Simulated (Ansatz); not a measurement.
Reactions of CH5AlS (`[CH3][AlH][SH]`).

Isolated molecules relaxed with PBE0-D4/def2-TZVP in Ansatz; ΔE leaves out vibrations. CCSD(T)/CBS adds triple-zeta CCSD(T) − MP2 to the extrapolated MP2 energy (def2 sets, frozen cores). This one scheme is used for every species, atoms too. Double bonds are as drawn, so ΔE can hold a change between cis and trans. DFT in def2-TZVPP. No spin–orbit coupling; open shells (•) take unrestricted orbitals. Elements past krypton have def2 core potentials. Bonds to Br, Ga, Ge, I, In are less sure, by a few kJ/mol each and by 10 to 20 or more in all where they break to atoms, as the def2 sets lack core-valence functions. Scalar relativity is left out up to krypton. One conformer a species, not always the lowest.

| reaction | CCSD(T)/CBS(def2) (kcal/mol) |
| --- | --- |
| `[CH3][AlH][SH]` + `C=NCO[SiH3]` → `C=[N][AlH][SH]` + `CCO[SiH3]` | -15.9 |
| `[CH3][AlH][SH]` + `[SiH3]S` → `[SiH3][S][AlH][SH]` + CH₄ | -30.4 |
| `[CH3][AlH][SH]` + `[GaH2][Br]` → `[CH3][Al]([SH])[Br]` + `[GaH3]` | ? |
| `[CH3][AlH][SH]` + `C[CH2][In]([NH2])[CH](C)C` → `[CH3][Al]([NH2])[SH]` + `C[CH2][InH][CH](C)C` | ? |
| `[CH3][AlH][SH]` + `[OH]`• → `[CH3][Al][SH]`• + H₂O | -38.0 |
| `[CH3][AlH][SH]` + `Br/C=C/I` → `[SH][AlH][Br]` + `C/C=C/I` | -45.0 |
| `[CH3][AlH][SH]` + H₂O → `[OH][AlH][SH]` + CH₄ | -32.9 |
| `[CH3][AlH][SH]` → `[CH3][Al][SH]`• + H• | 88.6 |
| `[CH3][AlH][SH]` + `[NH2][GeH2][O][SiH](N)F` → `[CH3][Al]([F])[SH]` + `N[SiH2][O][GeH2][NH2]` | -5.1 |
| `[CH3][AlH][SH]` + `O[SiH2][SiH3]` → `[CH3][AlH][O][SiH2][SiH3]` + H₂S | ? |

(1) Fill in the missing values. (An estimate is asked.)

Largest T1 diagnostic: 0.014, for `[CH3][Al][SH]`•.

Answers

(1) Computed: `[CH3][AlH][SH]` + `[GaH2][Br]` → `[CH3][Al]([SH])[Br]` + `[GaH3]`: -6.2 kcal/mol; `[CH3][AlH][SH]` + `C[CH2][In]([NH2])[CH](C)C` → `[CH3][Al]([NH2])[SH]` + `C[CH2][InH][CH](C)C`: -15.0 kcal/mol; `[CH3][AlH][SH]` + `O[SiH2][SiH3]` → `[CH3][AlH][O][SiH2][SiH3]` + H₂S: -10.9 kcal/mol.
